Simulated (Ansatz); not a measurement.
Basis-set extrapolation for CH$_{6}$ClNSSi (`N[SiH](S)CCl`) (PBE0-D4/def2-TZVP geometry, frozen core, Ansatz). Multiplicity 1, RHF reference.

```
                       def2-TZVPP    def2-QZVPP
                 HF  -1241.924225  -1241.962009
    MP2 correlation     -0.878671     -0.950907
CCSD(T) correlation     -0.979063       not run
```

Energies in hartree. Use E(X) = E(∞) + A·exp(−7.88·√X) for Hartree–Fock and E(X) = E(∞) + B·X^(−2.97) for correlation, with X = 3 and 4, and add CCSD(T) minus MP2 of the smaller set to the MP2 limit.

Task: What is the CCSD(T) energy at the basis-set limit?

Result: HF limit: -1241.962009 + (-0.037784) × 0.13774 = -1241.96721. MP2 limit: -0.950907 + (-0.072236) × 0.74074 = -1.00442. Higher-order term: -0.979063 − (-0.878671) = -0.10039. Total: -1243.07202 hartree, 105.9 kcal/mol below CCSD(T)/def2-TZVPP.
